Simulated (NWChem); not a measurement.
System: C₄H₈O; SMILES C/C=C/OC

The following NWChem deck was run.

```
start job
memory heap 200 mb stack 900 mb global 1100 mb
geometry units angstroms noautoz
  C     -0.243819     2.487088    -0.000390
  C      0.461215     1.171753    -0.001850
  C     -0.163344    -0.009621     0.004833
  O      0.499125    -1.186458     0.006018
  C     -0.294021    -2.339006    -0.000200
  H      0.019480     3.091777    -0.885068
  H     -1.337780     2.362871     0.003492
  H      0.024977     3.092598     0.882157
  H      1.556839     1.165080    -0.008122
  H     -1.261064    -0.077816     0.011043
  H      0.383563    -3.203061     0.002114
  H     -0.941833    -2.400482     0.893782
  H     -0.932172    -2.397669    -0.901235
end
basis spherical
  * library 6-31g*
end
dft
  xc hfexch
  iterations 150
  mulliken
end
task dft energy
```

All runs use the structure optimised with PBE0/def2-SVP. Not confirmed as a minimum by frequencies.

### Question
Give the results of this calculation. (Hartree-Fock/6-31G* (spherical d).) Quantities: energy (Ha); highest occupied level (eV); orbital gap (eV); dipole (D).

### Answer
- energy (Ha) = -230.95
- highest occupied level (eV) = -8.60
- orbital gap (eV) = 14.10
- dipole (D) = 1.64
